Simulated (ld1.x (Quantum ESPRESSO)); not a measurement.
## Eu (Z = 63): PAW pseudisation with LDA (PZ), scalar-relativistic reference atom.

ld1.x (Quantum ESPRESSO) 7.5 was run on this input:

```
&input
   title='Eu', zed=63., rel=1, dft='PZ', iswitch=3,
   config='[Xe] 4f6 5d0 6s0 6p0',
   nld=4, rlderiv=3.90, eminld=-6.0, emaxld=5.0, deld=0.02
 /
 &inputp
   pseudotype=3, lpaw=.true., tm=.true., lloc=-1, rcloc=2.95,
   nlcc=.true., new_core_ps=.true., rcore=0.55,
   which_augfun='BESSEL', rmatch_augfun=1.05,
   file_pseudopw='Eu.UPF', file_wfcaegen='ae.wfc', file_wfcncgen='nc.wfc', file_beta='beta', file_chi='chi', file_wfcusgen='us.wfc'
 /
8
6S  1  0   0.00   0.00  2.75  3.00  0.0
6S  1  0   0.00  -0.60  2.75  3.00  0.0
5P  2  1   6.00   0.00  1.95  2.20  0.0
6P  3  1   0.00   0.00  1.95  2.20  0.0
5D  3  2   0.00   0.00  3.40  3.60  0.0
5D  3  2   0.00  -0.60  3.40  3.60  0.0
4F  4  3   6.00   0.00  0.95  1.00  0.0
4F  4  3   0.00  -2.15  0.95  1.00  0.0
 &test
   configts(1)='4f6 5p6 5d0 6s0 6p0'
 /
```

Command:

```bash
ld1.x < Eu.in > Eu.out
```

The program printed (shortened: banner, matrices, multipoles, cross overlaps and the repeated all-electron block are left out):

```
Program LD1 v.7.5
     --------------------------- All-electron run ----------------------------

     Eu
     scalar relativistic calculation

     atomic number is 63.00
     dft =PZ   lsd =0 sic =0 latt =0  beta=0.20 tr2=1.0E-14
     Exchange-correlation= PZ
                           (   1   1   0   0   0   0   0)
     mesh =1261 r(mesh) = 100.16965 a.u. xmin = -7.00 dx = 0.01250
     1 Ry =  13.60569312 eV, c = 137.03599908

     n l     nl                  e(Ry)          e(Ha)          e(eV)
     1 0     1S 1( 2.00)     -3554.1355     -1777.0677    -48356.4766
     2 0     2S 1( 2.00)      -585.6764      -292.8382     -7968.5338
     2 1     2P 1( 6.00)      -522.2908      -261.1454     -7106.1288
     3 0     3S 1( 2.00)      -130.7165       -65.3582     -1778.4880
     3 1     3P 1( 6.00)      -110.9914       -55.4957     -1510.1152
     4 0     4S 1( 2.00)       -27.7956       -13.8978      -378.1788
     4 1     4P 1( 6.00)       -21.2931       -10.6465      -289.7068
     3 2     3D 1(10.00)       -84.5600       -42.2800     -1150.4977
     5 0     5S 1( 2.00)        -5.3750        -2.6875       -73.1304
     5 1     5P 1( 6.00)        -3.7590        -1.8795       -51.1437
     4 2     4D 1(10.00)       -12.2300        -6.1150      -166.3971
     4 3     4F 1( 6.00)        -2.4571        -1.2286       -33.4312
     5 2     5D 1( 0.00)        -1.8201        -0.9101       -24.7642
     6 0     6S 1( 0.00)        -1.6342        -0.8171       -22.2344
     6 1     6P 1( 0.00)        -1.2372        -0.6186       -16.8329

     final scf error:  8.4E-16 reached in  32 iterations

     Etot =  -21670.249948 Ry,  -10835.124974 Ha, -294838.770686 eV

     Ekin =   23212.778693 Ry,   11606.389347 Ha,  315825.943432 eV
     Encl =  -52698.807854 Ry,  -26349.403927 Ha, -717003.807606 eV
     Eh   =    8282.957758 Ry,    4141.478879 Ha,  112695.381405 eV
     Exc  =    -467.178545 Ry,    -233.589272 Ha,   -6356.287916 eV

     normalization and overlap integrals

     s(1S/1S) =  1.000000  <r> =   0.0223  <r2> =    0.0007  r(max) =   0.0142
     s(2S/2S) =  1.000000  <r> =   0.0952  <r2> =    0.0107  r(max) =   0.0806
     s(2P/2P) =  1.000000  <r> =   0.0839  <r2> =    0.0086  r(max) =   0.0652
     s(3S/3S) =  1.000000  <r> =   0.2499  <r2> =    0.0713  r(max) =   0.2304
     s(3P/3P) =  1.000000  <r> =   0.2483  <r2> =    0.0714  r(max) =   0.2247
     s(4S/4S) =  1.000000  <r> =   0.5657  <r2> =    0.3612  r(max) =   0.5256
     s(4P/4P) =  1.000000  <r> =   0.5986  <r2> =    0.4077  r(max) =   0.5526
     s(3D/3D) =  1.000000  <r> =   0.2261  <r2> =    0.0601  r(max) =   0.1839
     s(5S/5S) =  1.000000  <r> =   1.3480  <r2> =    2.0399  r(max) =   1.2145
     s(5P/5P) =  1.000000  <r> =   1.5547  <r2> =    2.7287  r(max) =   1.3763
     s(4D/4D) =  1.000000  <r> =   0.6517  <r2> =    0.4928  r(max) =   0.5737
     s(4F/4F) =  1.000000  <r> =   0.8761  <r2> =    0.9896  r(max) =   0.5809
     s(5D/5D) =  1.000000  <r> =   2.1703  <r2> =    5.3896  r(max) =   1.8347
     s(6S/6S) =  1.000000  <r> =   3.1084  <r2> =   10.7598  r(max) =   2.8773
     s(6P/6P) =  1.000000  <r> =   3.6732  <r2> =   15.0755  r(max) =   3.3850

     ------------------------ End of All-electron run ------------------------

     --------------------- Generating PAW atomic setup --------------------

      Generating local potential from pseudized AE potential:
      Matching radius rcloc =   2.9500

      Local pseudo, rcloc= 2.950 Estimated cut-off energy=     2.63 Ry

      Computing core charge for nlcc:

       r > 0.55 : true rho core
      Core charge pseudized with two Bessel functions
      Integrated core pseudo-charge :  23.61
      Wfc-us  6S rcutus= 3.025  Estimated cut-off energy=     5.00 Ry
      Wfc-us  6S rcutus= 3.025  Estimated cut-off energy=     6.73 Ry
      Wfc-us  5P rcutus= 2.186  Estimated cut-off energy=    17.57 Ry
      Wfc-us  6P rcutus= 2.186  Estimated cut-off energy=    31.84 Ry
      Wfc-us  5D rcutus= 3.603  Estimated cut-off energy=     9.44 Ry
      Wfc-us  5D rcutus= 3.603  Estimated cut-off energy=     7.86 Ry
      Wfc-us  4F rcutus= 1.007  Estimated cut-off energy=   154.60 Ry
      Wfc-us  4F rcutus= 1.007  Estimated cut-off energy=   156.15 Ry

     Required augmentation: BESSEL   radius:    1.050000
     Suggested rho cutoff for augmentation: 137.98 Ry

     Estimated PAW energy = -581.392880 Ryd

     ------------------- End of pseudopotential generation -------------------

     Computing logarithmic derivative in   3.90843
     Computing logarithmic derivative in   3.90843
     Computing the partial wave expansion
     R is outside the sphere for l=    0 j= 0.00
     R is outside the sphere for l=    0 j= 0.00
     R is outside the sphere for l=    1 j= 0.00
     R is outside the sphere for l=    1 j= 0.00
     R is outside the sphere for l=    2 j= 0.00
     R is outside the sphere for l=    2 j= 0.00
     R is outside the sphere for l=    3 j= 0.00
     R is outside the sphere for l=    3 j= 0.00

     ---------------------- Testing the pseudopotential ----------------------

     Eu
     scalar relativistic calculation

     atomic number is 63.00   valence charge is 15.00
     dft = SLA  PZ   NOGX NOGC   lsd =0 sic =0 latt =0  beta=0.20 tr2=1.0E-14
     mesh =1261 r(mesh) = 100.16965 xmin = -7.00 dx = 0.01250

     n l     nl             e AE (Ry)        e PS (Ry)    De AE-PS (Ry)
     4 3     4F   1( 6.00)       -2.45715       -2.45715       -0.00000
     2 1     5P   1( 6.00)       -3.75899       -3.75899       -0.00000
     3 2     5D   1( 0.00)       -1.82014       -1.82014       -0.00000
     1 0     6S   1( 0.00)       -1.63420       -1.63420        0.00000
     3 1     6P   1( 0.00)       -1.23720       -1.23720       -0.00000

     eps = 7.0E-15  iter =  3

     Etot =  -21670.249948 Ry,  -10835.124974 Ha, -294838.770686 eV
     Etotps =  -581.392878 Ry,    -290.696439 Ha,   -7910.253078 eV

     Ekin =     321.040771 Ry,     160.520386 Ha,    4367.982214 eV
     Encl =    -543.976740 Ry,    -271.988370 Ha,   -7401.180588 eV
     Ehrt =     108.721637 Ry,      54.360818 Ha,    1479.233228 eV
     Ecxc =    -467.178546 Ry,    -233.589273 Ha,   -6356.287932 eV
     (Ecc =     -69.844331 Ry,     -34.922165 Ha,    -950.280529 eV)

     ---------------------- End of pseudopotential test ----------------------
```

Generation and configuration tests took about 1.5 s on one core of a shared server CPU.

Transferability test of the new file with ld1.x, input:

```
&input
   title='Eu', zed=63., rel=1, dft='PZ', iswitch=2,
   config='[Xe] 4f6 5d0 6s0 6p0'
 /
 &test
   file_pseudo='Eu.UPF', nconf=10,
   configts(1)='4f6 5p6 5d0 6s0 6p0',
   configts(2)='4f7 5p6 5d0 6s2 6p0',
   configts(3)='4f7 5p6 5d0 6s1 6p0',
   configts(4)='4f7 5p6 5d0 6s0 6p0',
   configts(5)='4f6 5p6 5d0 6s2 6p0',
   configts(6)='4f6 5p6 5d1 6s1 6p0',
   configts(7)='4f7 5p6 5d1 6s0 6p0',
   configts(8)='4f7 5p6 5d0 6s0 6p2',
   configts(9)='4f6 5p6 5d0 6s0 6p0', lsdts(9)=1,
   configts(10)='4f7 5p6 5d0 6s2 6p0', lsdts(10)=1
 /
```

```bash
ld1.x < Eu.test.in > Eu.test.out
```

Pseudopotential blocks of its output, shortened (energy terms left out):

```
     ---------------------- Testing the pseudopotential ----------------------

     n l     nl             e AE (Ry)        e PS (Ry)    De AE-PS (Ry)
     4 3     4F   1( 6.00)       -2.45715       -2.45715       -0.00000
     2 1     5P   1( 6.00)       -3.75899       -3.75899       -0.00000
     3 2     5D   1( 0.00)       -1.82014       -1.82014       -0.00000
     1 0     6S   1( 0.00)       -1.63420       -1.63420        0.00000
     3 1     6P   1( 0.00)       -1.23720       -1.23720       -0.00000

     eps = 6.9E-15  iter =  3

     Etot =  -21670.249948 Ry,  -10835.124974 Ha, -294838.770686 eV
     Etotps =  -581.392878 Ry,    -290.696439 Ha,   -7910.253079 eV

     ---------------------- End of pseudopotential test ----------------------
```

The test run then stopped with an error in new_paw_hamiltonian: “negative rho”.
